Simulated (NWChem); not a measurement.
Molecule: SiH3F; SMILES [SiH3]F

Program: NWChem. Pople sets run with spherical d functions. STO-3G and 3-21G are far too small for this property and stand as cheap habits. The geometry was optimised at PBE0/def2-SVP. Field at 589 nm.

### Question
Among these, which level gives the highest value of “anisotropy (bohr³)”?
A) B3LYP/6-31G*
B) B3LYP/STO-3G
C) B3LYP/aug-cc-pVDZ
D) B3LYP/def2-SVP

### Answer
D, B3LYP/def2-SVP. Values: B3LYP/STO-3G 0.4; B3LYP/aug-cc-pVDZ 2.5; B3LYP/6-31G* 3.3; B3LYP/def2-SVP 4.6
